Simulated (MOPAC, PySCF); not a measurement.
H5BOSi, SMILES `[SiH2](O)B`, neutral singlet in the gas phase. 

Cartesian coordinates (Å):
```xyz
8

B      1.4898    -0.1258    -0.0534
Si    -0.4604     0.3100     0.0012
O     -1.3740    -1.0645     0.1147
H      1.9232    -1.2379    -0.0057
H      2.2747     0.7742    -0.1379
H     -0.8230     1.0886    -1.2248
H     -0.7250     1.2203     1.1598
H     -2.3256    -0.9606     0.1475
```
Charge 0, multiplicity 1.

All levels are single points at this geometry (PBE0-D4/def2-TZVP); Pople sets use spherical d functions. Orbital energies aren't observables, and empty levels follow the basis.

B3LYP/3-21G in PySCF gives gap (eV) = 5.34.

Q: Estimate the gap (eV) from each of these levels: B3LYP-D3(BJ)/def2-TZVP in PySCF; PBE0-D4/def2-TZVP in PySCF; B3LYP/6-311+G** in PySCF; B3LYP/6-31G* in PySCF; B3LYP/LANL2DZ in PySCF; BP86/6-31G* in PySCF; PBE/6-31G* in PySCF; HF/3-21G in PySCF; HF/6-31G* in PySCF; HF/STO-3G in PySCF; AM1 in MOPAC; PM6 in MOPAC.

A: 
```tsv
level	gap (eV)
B3LYP-D3(BJ)/def2-TZVP in PySCF	5.45
PBE0-D4/def2-TZVP in PySCF	5.85
B3LYP/6-311+G** in PySCF	5.50
B3LYP/6-31G* in PySCF	5.62
B3LYP/LANL2DZ in PySCF	5.59
BP86/6-31G* in PySCF	3.73
PBE/6-31G* in PySCF	3.67
HF/3-21G in PySCF	12.77
HF/6-31G* in PySCF	12.98
HF/STO-3G in PySCF	15.28
AM1 in MOPAC	10.96
PM6 in MOPAC	8.24
```
